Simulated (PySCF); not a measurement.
PySCF 2.14 output of an unrestricted r2SCAN calculation on a single atom or ion in aug-cc-pVTZ-PP with ECP60MDF (6s6p5d3f2g, 88 functions), with a scalar-relativistic core potential:

```
SCF conv_tol = 1e-09
number electrons alpha = 7  beta = 4
    J. W. Furness, A. D. Kaplan, J. Ning, J. P. Perdew, and J. Sun.,  J. Phys. Chem. Lett. 11, 8208-8215 (2020)
    J. W. Furness, A. D. Kaplan, J. Ning, J. P. Perdew, and J. Sun.,  J. Phys. Chem. Lett. 11, 9248-9248 (2020)
    J. W. Furness, A. D. Kaplan, J. Ning, J. P. Perdew, and J. Sun.,  J. Phys. Chem. Lett. 11, 8208-8215 (2020)
    J. W. Furness, A. D. Kaplan, J. Ning, J. P. Perdew, and J. Sun.,  J. Phys. Chem. Lett. 11, 9248-9248 (2020)
cycle= 1 E= -48.2117947889678  delta_E= -0.00499  |g|= 0.0162  |ddm|= 0.17
cycle= 2 E= -48.211914674915  delta_E= -0.00012  |g|= 0.00734  |ddm|= 0.0462
cycle= 3 E= -48.2119404989993  delta_E= -2.58e-05  |g|= 0.000554  |ddm|= 0.0172
cycle= 4 E= -48.2119407231974  delta_E= -2.24e-07  |g|= 1.85e-05  |ddm|= 0.00145
cycle= 5 E= -48.211940723433  delta_E= -2.36e-10  |g|= 1.16e-06  |ddm|= 3.29e-05
converged SCF energy = -48.211940723433  <S^2> = 3.7518128  2S+1 = 4.0009063
```

The run itself started from symmetry-adapted Hartree-Fock orbitals and held the occupation by maximum overlap, on a logarithmic radial grid, so the iterations belong to that start.

Task: Which element, charge and spin multiplicity is this?

Result: Hf⁺ (hafnium, charge +1), multiplicity 4; the state was [Xe] 4f14 5d2 6s1, high-spin 4F determinant (an excited configuration).

Energies and moments cover only the electrons outside the core potential. Spin-orbit coupling, absent here, splits the open shell strongly.
